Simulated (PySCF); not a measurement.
Nuclear quadrupole coupling in `C[SiH2]C[C@@H](CF)[SiH2]S`

C4H13FSSi2.
Z-matrix (Å and degrees, GFN2-xTB geometry), rows numbered from 1:
```
C 
Si  1  1.8967
C   2  1.9063  1  108.07
C   3  1.5286  2  115.19  1  -170.67
C   4  1.5241  3  109.06  2   170.07
F   5  1.3770  4  110.73  3  -176.39
Si  4  1.9066  3  114.35  2   -67.14
S   7  2.1540  4  105.30  3   -43.17
H   1  1.0862  2  111.46  3   -62.08
H   1  1.0853  2  110.92  3   178.12
H   1  1.0863  2  111.66  3    58.25
H   2  1.4675  1  110.00  3   120.90
H   2  1.4711  1  110.17  3  -118.77
H   3  1.0949  2  108.51  1   -49.03
H   3  1.0926  2  109.56  1    66.16
H   4  1.0948  3  108.76  2    53.52
H   5  1.0955  4  111.55  3    64.92
H   5  1.0962  4  111.77  3   -58.02
H   7  1.4596  4  111.37  3    74.19
H   7  1.4571  4  112.41  3  -159.63
H   8  1.3221  7   96.23  4  -173.31
```

Field gradients from the PBE0/pcSseg-1 density (PySCF, non-relativistic), principal values in atomic units, ordered |Vxx| ≤ |Vyy| ≤ |Vzz|:

```json
{"atom": "S8", "Vxx": "0.2461", "Vyy": "1.8876", "Vzz": "-2.1337"}
```

**Question.** Find the asymmetry η = (Vxx − Vyy)/Vzz and the couplings χ = eQV/h (234.96 MHz × Q in barn × V in au), with Q(33S) = −0.0678 b.

**Answer.** 
```tsv
atom	environment	nucleus	η	χzz (MHz)	χxx (MHz)	χyy (MHz)
S8	sulfur bonded to Si and H	33S	0.77	33.99	-3.92	-30.07
```

**Question.** What is Vzz at S8 in SI units (1 au = 9.71736 × 10²¹ V/m²)?

**Answer.** -2.1337 au = -20.734 × 10²¹ V/m².

**Question.** What couplings would deuterons (Q(2H) = 0.00286 b) have in place of the hydrogens, at this geometry?

**Answer.** 
```
atom  bonded to  bond length (Å)  Vzz (au)     η  χzz (kHz)
  H9         C1            1.086    0.3246  0.01        218
 H10         C1            1.085    0.3268  0.01        220
 H11         C1            1.086    0.3250  0.01        218
 H12        Si2            1.468    0.1590  0.02        107
 H13        Si2            1.471    0.1577  0.02        106
 H14         C3            1.095    0.3046  0.04        205
 H15         C3            1.093    0.3054  0.05        205
 H16         C4            1.095    0.2990  0.02        201
 H17         C5            1.096    0.2838  0.06        191
 H18         C5            1.096    0.2875  0.07        193
 H19        Si7            1.460    0.1646  0.02        111
 H20        Si7            1.457    0.1653  0.02        111
 H21         S8            1.322    0.2643  0.12        178
```

One conformer (not necessarily the lowest) at the GFN2-xTB geometry, without solvent, vibrations or thermal averaging. GFN2-xTB bond lengths can be off by several hundredths of an ångström, more for odd bonds, and the gradients follow them. The small basis limits the accuracy of the gradients.
